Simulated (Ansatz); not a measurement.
# Energy profile

The step: SiNH₃Cl₂ ([NH2][SiH]([Cl])[Cl]) + HF → SiHCl₂F ([F][SiH]([Cl])[Cl]) + NH₃ (still joined by a long Si–N bond); bonds formed: Si1–F7, N2–H6; bonds broken: H6–F7; bonds weakened to dative contacts: Si1–N2 (atoms numbered as in the saddle structure below).

Si1  (-0.697, 0.048, -0.354)
N2  (0.860, 0.245, 0.568)
Cl3  (-0.322, -0.398, -2.302)
Cl4  (-1.294, 2.054, -0.460)
H5  (-1.846, -0.529, 0.342)
H6  (0.825, -0.992, 0.560)
F7  (0.121, -1.846, 0.157)
H8  (0.763, 0.721, 1.458)
H9  (1.591, 0.697, 0.031)
(Å)

Electronic energies by CCSD(T) at an estimated basis limit (MP2 extrapolated from triple and quadruple zeta, plus CCSD(T) − MP2 in triple zeta), on PBE0-D4/def2-TZVP structures; SiNH4Cl2F, singlet; no counterpoise correction. Computed with Ansatz 0.2.0 (basis: def2-TZVPP and def2-QZVPP); correlated methods freeze the cores. Extrapolation: Hartree–Fock as exp(−7.88 √X), correlation as X^−2.97.

(1) Give the profile in kJ/mol, counted from the separated reactants. (An estimate is asked for; the value comes from the calculation.)

T1 diagnostic: at most 0.011.

Answers

(1) The calculation gives:
| point | kJ/mol |
| --- | --- |
| separated: SiNH3Cl2 (linked as [NH2][SiH]([Cl])[Cl]; Si1, N2, Cl3, Cl4, H5, H8, H9; singlet) + HF (H6, F7; singlet) | 0.0 |
| start structure | -31.3 |
| saddle | 41.9 |
| end structure | -94.4 |
| separated: SiHCl2F (linked as [F][SiH]([Cl])[Cl]; Si1, Cl3, Cl4, H5, F7; singlet) + NH3 (N2, H6, H8, H9; singlet) | -75.2 |

Steps of this kind, hydrogen fluoride cutting a network bond, underlie vapour etching and the fluorination step of atomic layer etching.

For scale, one of the runs: CCSD(T)/def2-TZVPP, 244 basis functions, launched by `ansatz run in.yaml --threads 8 --pin off --events-out ev --progress --plain --max-ram 19148MiB`. Hardware: 8 CPU threads of an Arm Neoverse V1, shared host. Wall time 85 s; peak host memory 4.7 GiB.
